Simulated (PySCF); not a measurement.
How methods differ on the ionisation energy of Mg⁸⁺

Mg⁸⁺ [He] 2s2 (1S) → Mg⁹⁺ [He] 2s1 (2S), as a difference of total energies. All numbers are calculated (PySCF 2.14, the spin-free X2C one-electron Hamiltonian (Gaussian nucleus), in an uncontracted even-tempered set (19 s from 0.9 bohr⁻², ratio 2.2; 9 p from 1.5 bohr⁻², ratio 2.4; 6 d from 4.5 bohr⁻², ratio 2.4; 5 f from 6.7 bohr⁻², ratio 2.4; 5 g from 10 bohr⁻², ratio 2.4)). Correlated levels: nothing frozen; virtual orbitals above 40 to 60 times the deepest correlated orbital energy dropped. The calculations carry no spin-orbit coupling.

| method | ionisation energy (eV) | difference from reference (eV) |
| --- | --- | --- |
| UHF | 323.96 | -4.03 |
| LDA | 324.94 | -3.05 |
| PBE | 325.99 | -2.00 |
| PBE0 | 325.80 | -2.19 |
| r2SCAN | 324.65 | -3.34 |
| TPSSh | 325.87 | -2.12 |
| B3LYP | 325.90 | -2.09 |
| MP2 (all electrons) | 326.43 | -1.56 |
| SCS-MP2 (all electrons) | 326.88 | -1.11 |

Reference: 327.99 eV (semi-empirical (NIST evaluation); NIST Atomic Spectra Database, ionization energies).
